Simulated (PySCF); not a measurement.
## Electron correlation in Mg (magnesium, neutral)

[Ne] 3s2, closed-shell 1S. All numbers are calculated (PySCF 2.14, the spin-free X2C one-electron Hamiltonian (Gaussian nucleus), in x2c-TZVPPall (5s4p3d, 32 functions)). Frozen: 1s2; 10 electrons correlated.

| level | correlation energy (mhartree) |
| --- | --- |
| CCSD | -201.09 |
| (T) | -2.06 |
| CCSD(T) | -203.15 |
| CCSDT | -203.18 |

Diagnostics: T1 = 0.0093, D1 = 0.0275, largest double amplitude 0.123.

Question: Is a single reference adequate?

Answer: Mostly. T1 lies below 0.03, but a double amplitude of this size points to a near-degeneracy that CCSD handles and MP2 describes poorly.

This basis was not built for core-valence correlation, so the inner-shell part is incomplete.
